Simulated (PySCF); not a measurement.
**Radial density of I²⁺ (iodine, charge +2)**

UHF, [Kr] 4d10 5s1 5p4, high-spin 4P determinant (an excited configuration). Computed with PySCF 2.14 in aug-cc-pVQZ-DK3 (9s8p6d3f2g, 102 functions), with the spin-free X2C one-electron Hamiltonian (Gaussian nucleus).

```tsv
r (bohr)	4πr²ρ (e/bohr)	4πr²(ρα − ρβ)
0.0261	64.65	0.0217
0.0438	61.71	0.0518
0.0737	86.85	0.0777
0.124	71.80	-0.0233
0.209	71.18	0.1505
0.351	48.39	0.0023
0.590	25.99	0.4022
0.993	17.81	0.0210
1.67	4.473	1.9578
2.81	1.434	0.7657
4.72	0.04761	0.0116
7.95	4.139e-05	0.0000
```

Densities and radii are taken from the X2C orbitals without a picture-change correction, which distorts them close to the nucleus.

Question: Where is the radial spin density 4πr²(ρα − ρβ) most negative, and why is it negative at all?

Answer: Around r = 0.124 bohr, down to -0.0233 e/bohr: exchange with the open shell polarises the paired shells in an unrestricted calculation.
